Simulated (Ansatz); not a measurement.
Harmonic frequencies (cm⁻¹) at PBE0-D4/def2-TZVP from Ansatz: 141, 342, 425, 475, 536, 559, 597, 770, 840, 908, 942, 992, 1031, 1107, 1208, 1244, 1293, 1421, 1442, 1488, 1950, 3030, 3054, 3055, 3080, 3130, 3132.

(1) Which molecule is it?
A. `NCCS`
B. `C/C=[CH]\[GaH2]`
C. `C1[CH2][GaH][CH2]1`
D. `C=C[CH2][GaH2]`

## Answers

(1) C.
